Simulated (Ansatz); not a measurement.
Computed with PBE0-D3(BJ)/def2-TZVP (Ansatz, a first-principles code). No frequencies were computed at this level.

Ansatz 0.2 input:
```yaml
crystal:
  periodic: [false, false, false]
  atoms:
    - { symbol: C, position_ang: [1.238158, 0.096769, -0.185093] }
    - { symbol: C, position_ang: [0.086795, -0.208466, -0.329732] }
    - { symbol: S, position_ang: [-1.504406, -0.746224, -0.550904] }
    - { symbol: H, position_ang: [2.233666, 0.398651, -0.052914] }
    - { symbol: H, position_ang: [-2.054218, 0.459267, -0.368969] }
basis:
  gaussian: { orbitals: def2-tzvp }
hamiltonian:
  xc: pbe0
  dispersion: d3bj
relax:
  max_steps: 150
```

Output:

```
Functional definition: PBE0
719 factors; their error is unknown
mean field evaluation 1: about -12928.4033 eV, gradient 4.9e1 eV
mean field evaluation 2: about -12922.1951 eV, gradient 6.5e1 eV
mean field evaluation 4: about -12934.0539 eV, gradient 1.1e1 eV
mean field evaluation 8: about -12934.3053 eV, gradient 1.9e-1 eV
mean field evaluation 16: about -12934.3349 eV, gradient 4.9e-5 eV
mean field -12934.33485616 eV, -475.3280387567 hartree, gradient 4.9e-5 eV, S^2 0.000000; 0 other end points of the search recorded, 0 dependent functions left out
reference -12934.33487972 eV, -475.3280396226 hartree; 15, 15 occupied and 96, 96 virtual orbitals, 719 factors
relax step   1: F+E_penalty+E_count = -12934.40751955 eV  Δ(F+E_penalty+E_count) = +0.000e0 eV  max|allowed force component| = 6.324e-1 eV/Å  Δτ_max = 0.0000 Å  (27 SCF iters, accepted)
these checks for a lower state are left out or cut short: starts, cluster_reference, orbital_swaps, neighbouring_geometries, increment
719 factors; their error is unknown
mean field -12934.34530614 eV, -475.3284227864 hartree, gradient 2.0e-5 eV, S^2 0.000000; 0 other end points of the search recorded, 0 dependent functions left out
reference -12934.34532975 eV, -475.3284236542 hartree; 15, 15 occupied and 96, 96 virtual orbitals, 719 factors
relax step   2: F+E_penalty+E_count = -12934.41784648 eV  Δ(F+E_penalty+E_count) = -1.033e-2 eV  max|allowed force component| = 2.865e-1 eV/Å  Δτ_max = 0.0269 Å  (32 SCF iters, accepted)
these checks for a lower state are left out or cut short: starts, cluster_reference, orbital_swaps, neighbouring_geometries, increment
719 factors; their error is unknown
mean field -12934.34716060 eV, -475.3284909366 hartree, gradient 2.0e-5 eV, S^2 0.000000; 0 other end points of the search recorded, 0 dependent functions left out
reference -12934.34718422 eV, -475.3284918045 hartree; 15, 15 occupied and 96, 96 virtual orbitals, 719 factors
relax step   3: F+E_penalty+E_count = -12934.41974177 eV  Δ(F+E_penalty+E_count) = -1.895e-3 eV  max|allowed force component| = 3.807e-2 eV/Å  Δτ_max = 0.0077 Å  (32 SCF iters, accepted)
these checks for a lower state are left out or cut short: starts, cluster_reference, orbital_swaps, neighbouring_geometries, increment
719 factors; their error is unknown
mean field evaluation 32: about -12934.3184 eV, gradient 3.8e-1 eV
mean field -12934.34734188 eV, -475.3284975987 hartree, gradient 2.0e-5 eV, S^2 0.000000; 0 other end points of the search recorded, 0 dependent functions left out
reference -12934.34736550 eV, -475.3284984666 hartree; 15, 15 occupied and 96, 96 virtual orbitals, 719 factors
relax step   4: F+E_penalty+E_count = -12934.41991228 eV  Δ(F+E_penalty+E_count) = -1.705e-4 eV  max|allowed force component| = 2.442e-2 eV/Å  Δτ_max = 0.0039 Å  (32 SCF iters, accepted)
these checks for a lower state are left out or cut short: starts, cluster_reference, orbital_swaps, neighbouring_geometries, increment
719 factors; their error is unknown
mean field -12934.34749766 eV, -475.3285033235 hartree, gradient 2.1e-5 eV, S^2 0.000000; 0 other end points of the search recorded, 0 dependent functions left out
reference -12934.34752127 eV, -475.3285041910 hartree; 15, 15 occupied and 96, 96 virtual orbitals, 719 factors
relax step   5: F+E_penalty+E_count = -12934.42007222 eV  Δ(F+E_penalty+E_count) = -1.599e-4 eV  max|allowed force component| = 2.435e-2 eV/Å  Δτ_max = 0.0109 Å  (32 SCF iters, accepted)
these checks for a lower state are left out or cut short: starts, cluster_reference, orbital_swaps, neighbouring_geometries, increment
719 factors; their error is unknown
mean field -12934.34756965 eV, -475.3285059689 hartree, gradient 2.1e-5 eV, S^2 0.000000; 0 other end points of the search recorded, 0 dependent functions left out
reference -12934.34759326 eV, -475.3285068365 hartree; 15, 15 occupied and 96, 96 virtual orbitals, 719 factors
relax step   6: F+E_penalty+E_count = -12934.42013118 eV  Δ(F+E_penalty+E_count) = -5.896e-5 eV  max|allowed force component| = 1.009e-3 eV/Å  Δτ_max = 0.0024 Å  (32 SCF iters, accepted)
719 factors; their error is unknown
mean field evaluation 64: about -12934.3116 eV, gradient 1.9e0 eV
mean field -12934.34756965 eV, -475.3285059689 hartree, gradient 2.0e-5 eV, S^2 0.000000; 1 other end points of the search recorded, 0 dependent functions left out
reference -12934.34759326 eV, -475.3285068365 hartree; 15, 15 occupied and 96, 96 virtual orbitals, 719 factors
Total energy: -12934.42015479 eV, -475.3311734236 hartree
Atom 0 at     1.240689     0.104354    -0.183449 Å, force    -0.001009     0.000052    -0.000061 eV/Å
Atom 1 at     0.083304    -0.192774    -0.326977 Å, force     0.000865    -0.000285     0.000008 eV/Å
Atom 2 at    -1.488860    -0.739950    -0.548616 Å, force    -0.000199     0.000960     0.000164 eV/Å
Atom 3 at     2.260462     0.379798    -0.054447 Å, force     0.000195    -0.000027     0.000007 eV/Å
Atom 4 at    -2.095600     0.448568    -0.374122 Å, force     0.000148    -0.000699    -0.000119 eV/Å
Dipole moment:    -0.046161     0.171191     0.028281 e Å
```

Cost: very roughly 11 core-seconds.
